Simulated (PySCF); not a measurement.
SMILES [Cl][Ga]([SeH])[SeH] (PBE0/def2-SVP optimised geometry):

```
6

Ga    -0.398     0.408     0.000
Cl    -2.366     1.269    -0.003
Se    -0.300    -1.905     0.000
H      1.172    -1.905     0.000
Se     1.367     1.905     0.003
H      2.366     0.824     0.007
```

Level of theory: PBE0/def2-TZVP (PySCF 2.14.0).

Question: What are the frontier orbital energies and the dipole moment?

Answer: HOMO-2 -8.47 eV, HOMO-1 -7.97 eV, HOMO -7.51 eV, LUMO -1.52 eV, LUMO+1 -1.18 eV; dipole moment 2.40 D.

On the same geometry PBE/def2-TZVP in PySCF gives HOMO-2 -7.30 eV, HOMO-1 -6.78 eV, HOMO -6.36 eV, LUMO -2.37 eV, LUMO+1 -1.90 eV; dipole moment 2.31 D.

Meta-Löwdin charges at PBE0/def2-TZVP: Ga1 0.45, Cl2 -0.29, Se3 -0.16, H4 0.08, Se5 -0.16, H6 0.08.
